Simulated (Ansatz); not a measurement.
calcium atom (Ca), singlet; Ansatz (a quantum-chemistry and plane-wave program) with SVWN5/6-311G**.

Here is a job for Ansatz.
Ansatz 0.2 input:
```yaml
crystal:
  periodic: [false, false, false]
  atoms:
    - {symbol: Ca, position_ang: [0.00000000, 0.00000000, 0.00000000]}
basis:
  gaussian:
    orbitals: 6-311G__.json
hamiltonian:
  xc: {name: SVWN5}
```
The basis file holds 6-311G** in the JSON format of the Basis Set Exchange.

The log (banner, timings and long lists left out):

```
Functional definition: SVWN5
331 factors; their error is unknown
mean field evaluation 1: about -18387.3165 eV, gradient 3.7e0 eV
mean field evaluation 2: about -18387.3213 eV, gradient 8.4e-1 eV
mean field evaluation 4: about -18387.3225 eV, gradient 4.3e-3 eV
mean field evaluation 8: about -18387.3181 eV, gradient 7.4e-5 eV
mean field -18387.31805646 eV, -675.7214752030 hartree, gradient 7.4e-5 eV, S^2 0.000000; 0 other end points of the search recorded, 0 dependent functions left out
reference -18387.31808154 eV, -675.7214761248 hartree; 10, 10 occupied and 29, 29 virtual orbitals, 331 factors
Total energy: -18387.31808154 eV, -675.7214761248 hartree
```
